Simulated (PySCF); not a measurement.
# Selenium: a sound run and one with changed settings

Sound run: Se⁺ [Ar] 3d10 4s2 4p3, Se²⁺ [Ar] 3d10 4s2 4p2. Calculation: PySCF 2.14, in cc-pVDZ-PP with ECP10MDF; a scalar-relativistic core potential. The sound run starts from symmetry-adapted Hartree-Fock orbitals and uses a fine grid where one is needed.

Changed run: 14 angular points. This setting is unsound on purpose.

```csv
species,method,sound run (hartree),changed run (hartree),converged
Se⁺,UHF,-371.53218,-371.53218,yes
Se⁺,BP86,-372.90498,-372.90498,yes
Se⁺,TPSS,-372.67527,-372.67527,yes
Se²⁺,UHF,-370.76627,-370.76627,yes
Se²⁺,BP86,-372.12149,-372.12188,yes
Se²⁺,TPSS,-371.89275,-371.89361,yes
```

Ionisation energy of Se⁺:

```csv
method,sound run (eV),changed run (eV)
UHF,20.842,20.842
BP86,21.320,21.309
TPSS,21.293,21.270
```

A coarse angular grid integrates products of high-l functions wrongly, so density functionals can shift, and the SCF can exploit the error; Hartree-Fock and MP2 need no grid.

For comparison, NIST gives 21.196 ± 0.01 eV between the lowest levels.
